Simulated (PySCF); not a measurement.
PySCF input file for trichloroethylene (C2HCl3), SMILES ClC=C(Cl)Cl, PBE0-D3(BJ)/def2-SVP. The structure is a stationary point at PBE0-D3(BJ)/def2-SVP.

```python
import numpy as np
from pyscf import gto, scf, dft, df
from pyscf.hessian import thermo

mol = gto.M(
    atom='''
    Cl    0.34675492    2.24855043    0.00000000
    C     0.91626668    0.63779055    0.00000000
    C     0.11017392   -0.43199734    0.00000000
    Cl   -1.59787353   -0.33086543    0.00000000
    Cl    0.77120231   -2.02051565    0.00000000
    H     1.99993353    0.51336187    0.00000000
    ''',
    basis='def2-SVP',
    charge=0,
    spin=0,
    max_memory=1600,
    verbose=3,
)
mf = dft.RKS(mol, xc='pbe0').density_fit(auxbasis='def2-universal-jkfit')
mf.disp = 'd3bj'
mf.grids.level = 3
mf.conv_tol = 1e-11
mf.max_cycle = 100
mf.kernel()

# [left out here: the lines that compute and print the analytic Hessian (its translational invariance restored by hand, since the grid's response is missing), thermochemistry and intensities]
```

Program output:

```
converged SCF energy = -1456.34959125452

WARN: DFTD3 does not support analytical Hessian, using finite difference


WARN: Mole.unit (angstrom) is changed to Bohr

Mode                                 0                   1                   2
Irrep
Freq [cm^-1]                      170.3299            207.8816            279.7483
Reduced mass [au]                  26.1793              6.6506             22.2847
Force const [Dyne/A]                0.4475              0.1693              1.0275
Char temp [K]                     245.0667            299.0954            402.4955
Normal mode                   x     y     z       x     y     z       x     y     z
       0  Cl                 0.09  0.05  0.00   -0.00 -0.00  0.07   -0.01  0.07  0.00
       1   C                -0.05  0.01 -0.00    0.00 -0.00 -0.20    0.03  0.06 -0.00
       2   C                -0.06  0.01 -0.00    0.00 -0.00 -0.11    0.06  0.03 -0.00
       3  Cl                -0.07 -0.09 -0.00    0.00  0.00 -0.01    0.07 -0.07 -0.00
       4  Cl                 0.01  0.04  0.00    0.00 -0.00  0.06   -0.09 -0.03  0.00
       5   H                -0.05 -0.06 -0.00    0.00  0.00 -0.30    0.04  0.10 -0.00
Mode                                 3                   4                   5
Irrep
Freq [cm^-1]                      395.2414            475.2386            651.1081
Reduced mass [au]                  25.2546              5.2375              9.7007
Force const [Dyne/A]                2.3244              0.6969              2.4230
Char temp [K]                     568.6643            683.7626            936.7996
Normal mode                   x     y     z       x     y     z       x     y     z
       0  Cl                -0.00  0.09 -0.00    0.00  0.00 -0.01    0.01  0.00 -0.00
       1   C                -0.07  0.01  0.00    0.00  0.00  0.10   -0.18 -0.05  0.00
       2   C                -0.01 -0.05  0.00    0.00 -0.00 -0.24   -0.09 -0.08 -0.00
       3  Cl                -0.02  0.04 -0.00   -0.00  0.00  0.03    0.10  0.01  0.00
       4  Cl                 0.05 -0.11 -0.00    0.00 -0.00  0.02   -0.01  0.04 -0.00
       5   H                -0.07  0.04  0.00    0.00  0.00  0.35   -0.19 -0.09  0.00
Mode                                 6                   7                   8
Irrep
Freq [cm^-1]                      800.8170            877.6913            961.8903
Reduced mass [au]                   1.3110              8.6007              5.7671
Force const [Dyne/A]                0.4954              3.9036              3.1438
Char temp [K]                    1152.1974           1262.8024           1383.9460
Normal mode                   x     y     z       x     y     z       x     y     z
       0  Cl                 0.00 -0.00 -0.01    0.03 -0.07  0.00    0.02 -0.01 -0.00
       1   C                -0.00  0.00  0.14   -0.11  0.18 -0.00   -0.07  0.04  0.00
       2   C                -0.00  0.00 -0.05   -0.01  0.12  0.00    0.18 -0.16  0.00
       3  Cl                 0.00  0.00 -0.00    0.01 -0.00 -0.00   -0.03  0.01 -0.00
       4  Cl                 0.00 -0.00  0.01    0.01 -0.04  0.00   -0.02  0.03 -0.00
       5   H                -0.00  0.00 -0.86   -0.11  0.20  0.00   -0.04  0.32  0.00
Mode                                 9                  10                  11
Irrep
Freq [cm^-1]                     1246.6945           1682.6688           3252.0447
Reduced mass [au]                   1.2181              9.5192              1.0938
Force const [Dyne/A]                1.1155             15.8800              6.8154
Char temp [K]                    1793.7158           2420.9858           4678.9683
Normal mode                   x     y     z       x     y     z       x     y     z
       0  Cl                -0.01  0.00  0.00   -0.00  0.01 -0.00   -0.00  0.00  0.00
       1   C                -0.04  0.06 -0.00   -0.10 -0.17  0.00    0.08 -0.00 -0.00
       2   C                 0.10  0.01  0.00    0.12  0.16  0.00   -0.00 -0.01 -0.00
       3  Cl                -0.01  0.00 -0.00   -0.01 -0.00  0.00   -0.00 -0.00  0.00
       4  Cl                -0.00  0.00 -0.00    0.00 -0.01 -0.00   -0.00  0.00  0.00
       5   H                -0.13 -0.89 -0.00   -0.10  0.12  0.00   -0.95  0.10  0.00
temperature 298.1500 [K]
pressure 101325.00 [Pa]
Rotational constants [GHz] 3.88588 1.50752 1.08615
Symmetry number 1
Zero-point energy (ZPE) 0.02506 [Eh]   65802.714 [J/mol]
                           tot       elec      trans        rot        vib
Entropy [J/mol/K]       324.077      0.000    169.584    118.469     36.024
Cv [J/mol/K]             70.743      0.000     12.472     12.472     45.800
Cp [J/mol/K]             79.058      0.000     20.786     12.472     45.800
Internal energy [J/mol]                      3718.434   3718.434  72340.300
Internal energy [Eh]   -1456.31921  -1456.34959
Enthalpy [J/mol]                             6197.391   3718.434  72340.300
Enthalpy [Eh]          -1456.31826
Gibbs free energy [J/mol]                  -44364.048 -31603.218  61599.757
Gibbs free energy [Eh] -1456.35506
mode   freq/cm-1   IR/(km/mol)
   1      170.33         0.866
   2      207.88         0.284
   3      279.75         0.325
   4      395.24         0.089
   5      475.24         3.696
   6      651.11        15.591
   7      800.82        26.583
   8      877.69       108.836
   9      961.89       103.755
  10     1246.69         9.633
  11     1682.67        15.222
  12     3252.04        13.812
max |gradient| / (hartree/bohr): 2.664824790302092e-05
APT charges: [-0.2507  0.1068  0.6221 -0.2548 -0.3001  0.0766]
```

The run converged.

Cost: roughly 80 core-seconds.
